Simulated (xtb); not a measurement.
HClSi, charge +1, doublet, at a GFN2-xTB geometry (a state made from the parent by changing its charge; the spin is typed, not shown lowest); xtb with GFN2-xTB.

Input for xtb:
```
$ xtb mol.xyz --gfn 2 --chrg 1 --uhf 1 --acc 1000 --json

# file mol.xyz
3

Si     0.86135093    -0.21951955     0.44274278
H      2.20871354    -0.51186238    -0.05259738
Cl    -0.83927215     0.21089035    -0.36151774
```

The log (banner, timings and long lists left out):

```
   ID    Z sym.   atoms
    1   14 Si     1
    2    1 H      2
    3   17 Cl     3

           -------------------------------------------------
          |                Calculation Setup                |
           -------------------------------------------------

           -------------------------------------------------
          |                 G F N 2 - x T B                 |
           -------------------------------------------------

          ...................................................
          :                      SETUP                      :
          :.................................................:
          :  # basis functions                  21          :
          :  # atomic orbitals                  19          :
          :  # shells                            7          :
          :  # electrons                        11          :
          :  max. iterations                   250          :
          :  Hamiltonian                  GFN2-xTB          :
          :  restarted?                      false          :
          :  GBSA solvation                  false          :
          :  PC potential                    false          :
          :  electronic temp.          300.0000000     K    :
          :  accuracy                 1000.0000000          :
          :  -> integral cutoff          0.2000000E+02      :
          :  -> integral neglect         0.1000000E-04      :
          :  -> SCF convergence          0.1000000E-02 Eh   :
          :  -> wf. convergence          0.1000000E+00 e    :
          :  Broyden damping             0.4000000          :
          :  net charge                          1          :
          :  unpaired electrons                  1          :
          ...................................................

 iter      E             dE          RMSdq      gap      omega  full diag
   1     -6.3165546 -0.631655E+01  0.204E+01    1.35       0.0  T
   2     -6.3259938 -0.943926E-02  0.110E+01    1.36       1.0  T
   3     -6.3110054  0.149884E-01  0.639E+00    1.12       1.0  T
   4     -6.3333736 -0.223682E-01  0.240E+00    1.24       1.0  T
   5     -6.3343521 -0.978522E-03  0.474E-01    1.39       1.0  T
   6     -6.3344403 -0.882055E-04  0.275E-01    1.37       1.0  T

   *** convergence criteria satisfied after 6 iterations ***

         :::::::::::::::::::::::::::::::::::::::::::::::::::::
         ::                     SUMMARY                     ::
         :::::::::::::::::::::::::::::::::::::::::::::::::::::
         :: total energy              -6.311492285589 Eh    ::
         :: gradient norm              0.002182380239 Eh/a0 ::
         :: HOMO-LUMO gap              1.372206881215 eV    ::
         ::.................................................::
         :: SCC energy                -6.334440293480 Eh    ::
         :: -> isotropic ES            0.127228452295 Eh    ::
         :: -> anisotropic ES         -0.013106993435 Eh    ::
         :: -> anisotropic XC         -0.012442163480 Eh    ::
         :: -> dispersion             -0.000974944970 Eh    ::
         :: repulsion energy           0.022948007891 Eh    ::
         :: add. restraining           0.000000000000 Eh    ::
         :: total charge               1.000000000000 e     ::
         :::::::::::::::::::::::::::::::::::::::::::::::::::::

           -------------------------------------------------
          |                Property Printout                |
           -------------------------------------------------

    * Orbital Energies and Occupations

         #    Occupation            Energy/Eh            Energy/eV
      -------------------------------------------------------------
         1        2.0000           -1.2814456             -34.8699
         2        2.0000           -0.9207333             -25.0544
         3        2.0000           -0.7173572             -19.5203
         4        2.0000           -0.6980664             -18.9954
         5        2.0000           -0.6969212             -18.9642
         6        1.0000           -0.5721758             -15.5697 (HOMO)
         7                         -0.5217481             -14.1975 (LUMO)
         8                         -0.4425034             -12.0411
         9                         -0.3899092             -10.6100
        10                         -0.3452417              -9.3945
        11                         -0.3248192              -8.8388
        12                         -0.2879400              -7.8352
        13                         -0.2272220              -6.1830
        14                         -0.2265115              -6.1637
        15                         -0.2251044              -6.1254
        16                         -0.2133178              -5.8047
        17                         -0.2037682              -5.5448
       ...                                ...                  ...
        19                          0.6538594              17.7924
      -------------------------------------------------------------
                  HL-Gap            0.0504277 Eh            1.3722 eV
             Fermi-level           -0.5907552 Eh          -16.0753 eV

     #   Z          covCN         q      C6AA      α(0)
     1  14 Si       1.724     0.563   177.167    28.292
     2   1 H        0.918     0.182     1.196     1.710
     3  17 Cl       0.806     0.255    91.781    14.655

 Mol. C6AA /au·bohr⁶  :        561.618193
 Mol. C8AA /au·bohr⁸  :      31060.940978
 Mol. α(0) /au        :         44.657557

Wiberg/Mayer (AO) data.
largest (>0.10) Wiberg bond orders for each atom

 ---------------------------------------------------------------------------
     #   Z sym  total        # sym  WBO       # sym  WBO       # sym  WBO
 ---------------------------------------------------------------------------
     1  14 Si   2.665 --     3 Cl   1.801     2 H    0.864
     2   1 H    0.955 --     1 Si   0.864
     3  17 Cl   1.891 --     1 Si   1.801
 ---------------------------------------------------------------------------

Topologies differ in total number of bonds
Writing topology from bond orders to xtbtopo.mol

molecular dipole:
                 x           y           z       tot (Debye)
 q only:        1.272      -0.308       0.279
   full:        1.168      -0.271      -0.024       3.048
molecular quadrupole (traceless):
                xx          xy          yy          xz          yz          zz
 q only:        4.891      -1.914      -2.601       1.452      -0.371      -2.290
  q+dip:        7.574      -2.851      -3.763       1.268      -0.322      -3.811
   full:        5.154      -1.634      -1.307       0.940      -0.126      -3.847

           -------------------------------------------------
          | TOTAL ENERGY               -6.311492285589 Eh   |
          | GRADIENT NORM               0.002182380239 Eh/α |
          | HOMO-LUMO GAP               1.372206881215 eV   |
           -------------------------------------------------

normal termination of xtb
```
